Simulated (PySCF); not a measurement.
Molecule: `InChI=1S/C6H7N/c1-6-4-2-3-5-7-6/h2-5H,1H3`.

Numbering as in the mapped SMILES `[CH3:1][c:2]1[cH:3][cH:4][cH:5][cH:6][n:7]1`. Each H is labelled by its parent atom.

Geometry PBE0-D3(BJ)/def2-SVP throughout; GIAO in PySCF 2.14, gas phase, one conformer, non-relativistic; equivalent atoms averaged; functional PBE0.

For orientation, 6-31G gives these shifts δ (against TMS at the same level): C4 130.0, C3 120.1, C5 117.6, C1 26.4, H(C6) 8.89, H(C4) 7.57, H(C5) 7.19, H(C3) 7.39, H(C1) 2.69 ppm.

A run gave: C4 132.8, C3 121.4, C5 118.6, C1 24.8, H(C6) 8.35, H(C4) 7.38, H(C5) 6.80, H(C3) 7.03, H(C1) 2.46 ppm (shifts δ (against TMS at the same level)).

**Question.** Which basis set was used in that run?
A. def2-TZVP
B. IGLO-III
C. def2-SVP
D. cc-pVTZ
E. pcSseg-1

**Answer.** C. C4 tells them apart best: def2-SVP gives 132.8, IGLO-III gives 143.7, pcSseg-1 gives 140.9, def2-TZVP gives 140.5, cc-pVTZ gives 139.6 ppm.
